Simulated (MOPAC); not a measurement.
MOPAC input (PM6):

```
PM6 FORCE THERMO(298,298) PRECISE LET CHARGE=-1 GEO-OK AUX(PRECISION=9) THREADS=1
CHO3

O     1.13194486 1   -0.55924647 1    0.03997217 1
C    -0.18673911 1    0.04943090 1   -0.00895464 1
O    -0.13599425 1    1.28701685 1    0.06242613 1
O    -1.09112052 1   -0.77381831 1   -0.11088892 1
H     1.80867115 1    0.12750717 1    0.12014536 1
```

From the output:

```
     H    5   3.220514   1.031534   0.192744   0.191783   3.826823

          HEAT OF FORMATION =    -185.355674 KCALS/MOLE

          ZERO POINT ENERGY      14.519 KCAL/MOL

           NORMAL COORDINATE ANALYSIS (Total motion = 1 Angstrom)

   Root No.       1         2         3         4         5         6         7         8

                 1 A"      1 A'      2 A'      2 A"      3 A'      4 A'      5 A'      6 A'

                 444.7     483.0     581.0     704.2     942.3    1157.3    1372.3    1895.6

           1    0.0000   -0.0236    0.2094    0.0000    0.3161   -0.0242   -0.0015   -0.0027
           2   -0.0000    0.1581    0.0108   -0.0000    0.0083   -0.0764   -0.0035   -0.0228
           3   -0.0572   -0.0000    0.0000   -0.0985    0.0000    0.0000    0.0000    0.0000
           4    0.0000   -0.0109    0.1495   -0.0000   -0.3374   -0.0272    0.2985   -0.0198
           5   -0.0000   -0.1099   -0.0086    0.0000   -0.0064   -0.0046    0.0218    0.4197
           6   -0.0348    0.0000    0.0000    0.4599   -0.0000   -0.0000    0.0000   -0.0000
           7    0.0000   -0.1368   -0.1794    0.0000   -0.0376    0.0238   -0.1171   -0.0571
           8   -0.0000   -0.0533    0.1452   -0.0000   -0.1371    0.0294   -0.2550   -0.1420
           9   -0.0074    0.0000   -0.0000   -0.1327    0.0000    0.0000    0.0000   -0.0000
          10   -0.0000    0.1498   -0.1544    0.0000   -0.0287   -0.0254   -0.1147    0.0650
          11    0.0000   -0.0416   -0.1501   -0.0000    0.1357    0.0280    0.2431   -0.1612
          12    0.0363    0.0000    0.0000   -0.1256   -0.0000   -0.0000   -0.0000    0.0000
          13   -0.0000    0.2982    0.1943   -0.0000    0.0554    0.7338    0.1467    0.1525
          14    0.0000    0.3062    0.0092    0.0000   -0.0349    0.3584   -0.0156    0.1722
          15    0.8642   -0.0000    0.0000    0.1832   -0.0000    0.0000    0.0000   -0.0000

   Root No.       9

                 7 A'

                2575.5

           1    0.0205
           2   -0.0445
           3    0.0000
           4    0.0147
           5   -0.0136
           6    0.0000
           7   -0.0004
           8   -0.0010
           9    0.0000
          10   -0.0025
          11    0.0050
          12   -0.0000
          13   -0.4542
          14    0.8050
          15   -0.0000

           MASS-WEIGHTED COORDINATE ANALYSIS (NORMAL COORDINATES)

   Root No.       1         2         3         4         5         6         7         8

                 1 A"      1 A'      2 A'      2 A"      3 A'      4 A'      5 A'      6 A'

                 444.7     483.0     581.0     704.2     942.3    1157.3    1372.3    1895.6

           1    0.0000   -0.0779    0.5189    0.0000    0.6661   -0.1063   -0.0032   -0.0062
           2   -0.0000    0.5215    0.0267   -0.0000    0.0175   -0.3356   -0.0075   -0.0522
           3   -0.2494   -0.0000    0.0000   -0.2181    0.0000    0.0000    0.0000    0.0000
           4    0.0000   -0.0311    0.3210   -0.0000   -0.6160   -0.1035    0.5518   -0.0394
           5   -0.0000   -0.3141   -0.0184    0.0000   -0.0116   -0.0176    0.0403    0.8342
           6   -0.1316    0.0000    0.0000    0.8823   -0.0000   -0.0000    0.0000   -0.0000
           7    0.0000   -0.4511   -0.4447    0.0000   -0.0792    0.1044   -0.2499   -0.1309
           8   -0.0000   -0.1758    0.3598   -0.0000   -0.2889    0.1290   -0.5441   -0.3257
           9   -0.0323    0.0000   -0.0000   -0.2938    0.0000    0.0000    0.0000   -0.0000
          10   -0.0000    0.4940   -0.3827    0.0000   -0.0605   -0.1115   -0.2448    0.1492
          11    0.0000   -0.1372   -0.3720   -0.0000    0.2860    0.1228    0.5188   -0.3697
          12    0.1583    0.0000    0.0000   -0.2781   -0.0000   -0.0000   -0.0000    0.0000
          13   -0.0000    0.2468    0.1209   -0.0000    0.0293    0.8087    0.0786    0.0878
          14    0.0000    0.2535    0.0057    0.0000   -0.0185    0.3950   -0.0084    0.0992
          15    0.9457   -0.0000    0.0000    0.1018   -0.0000    0.0000    0.0000   -0.0000

   Root No.       9

                 7 A'

                2575.5

           1    0.0861
           2   -0.1873
           3    0.0000
           4    0.0534
           5   -0.0497
           6    0.0000
           7   -0.0017
           8   -0.0041
           9    0.0000
          10   -0.0104
          11    0.0212
          12   -0.0000
          13   -0.4794
          14    0.8496
          15   -0.0000

          DESCRIPTION OF VIBRATIONS

 VIBRATION          1    1A"         ATOM PAIR     ENERGY CONTRIBUTION    RADIAL
 FREQUENCY           444.69         O 1 -- H 5         +89.8% ( 98.6%)      0.0%
 TRANSITION DIPOLE   0.8428         C 2 -- O 4          +6.1% ( 25.7%)      0.0%
 TRAVEL (Ang.)       0.4147         C 2 -- O 3          +2.7% ( 17.0%)      0.0%
 REDUCED MASS        0.8818         O 1 -- C 2          +1.5% ( 12.6%)      0.0%
 EFFECTIVE MASS      1.8475
 FORCE CONSTANT      0.1027

 VIBRATION          2    1A'         ATOM PAIR     ENERGY CONTRIBUTION    RADIAL
 FREQUENCY           482.96         O 1 -- C 2         +48.1% (134.3%)      0.3%
 TRANSITION DIPOLE   0.4722         C 2 -- O 4         +23.4% ( 93.6%)      0.6%
 TRAVEL (Ang.)       0.2040         C 2 -- O 3         +21.1% ( 88.9%)      0.5%
 REDUCED MASS        3.3558         O 1 -- H 5          +7.4% ( 52.8%)     74.1%
 EFFECTIVE MASS     19.9869
 FORCE CONSTANT      0.4612

 VIBRATION          3    2A'         ATOM PAIR     ENERGY CONTRIBUTION    RADIAL
 FREQUENCY           581.01         C 2 -- O 3         +28.1% ( 72.2%)      0.5%
 TRANSITION DIPOLE   1.7282         O 1 -- C 2         +25.9% ( 69.4%)     95.0%
 TRAVEL (Ang.)       0.1642         C 2 -- O 4         +23.9% ( 66.6%)      0.4%
 REDUCED MASS        4.3053         O 1 -- H 5         +22.1% ( 64.2%)      8.4%
 EFFECTIVE MASS     16.0878
 FORCE CONSTANT      0.8563

 VIBRATION          4    2A"         ATOM PAIR     ENERGY CONTRIBUTION    RADIAL
 FREQUENCY           704.25         C 2 -- O 3         +34.3% ( 86.7%)      0.0%
 TRANSITION DIPOLE   3.3227         C 2 -- O 4         +33.9% ( 86.2%)      0.0%
 TRAVEL (Ang.)       0.1128         O 1 -- C 2         +31.2% ( 82.7%)      0.0%
 REDUCED MASS        7.5289         O 1 -- H 5          +0.6% ( 11.1%)      0.0%
 EFFECTIVE MASS     12.6444
 FORCE CONSTANT      2.2000

 VIBRATION          5    3A'         ATOM PAIR     ENERGY CONTRIBUTION    RADIAL
 FREQUENCY           942.27         O 1 -- C 2         +48.4% ( 97.0%)     99.9%
 TRANSITION DIPOLE   5.9506         C 2 -- O 4         +19.3% ( 61.3%)      0.8%
 TRAVEL (Ang.)       0.1181         C 2 -- O 3         +19.2% ( 61.0%)      0.8%
 REDUCED MASS        5.1302         O 1 -- H 5         +13.1% ( 50.5%)      8.2%
 EFFECTIVE MASS     14.5543
 FORCE CONSTANT      2.6838

 VIBRATION          6    4A'         ATOM PAIR     ENERGY CONTRIBUTION    RADIAL
 FREQUENCY          1157.33         O 1 -- H 5         +89.0% ( 96.3%)     10.3%
 TRANSITION DIPOLE   0.1219         C 2 -- O 3          +4.6% ( 21.9%)     71.1%
 TRAVEL (Ang.)       0.2499         O 1 -- C 2          +4.0% ( 20.3%)      0.0%
 REDUCED MASS        0.9328         C 2 -- O 4          +2.5% ( 16.0%)     88.6%
 EFFECTIVE MASS      3.0619
 FORCE CONSTANT      0.7361

 VIBRATION          7    5A'         ATOM PAIR     ENERGY CONTRIBUTION    RADIAL
 FREQUENCY          1372.33         C 2 -- O 3         +45.4% ( 75.7%)     72.5%
```

The dipole moment of an ion depends on the origin.
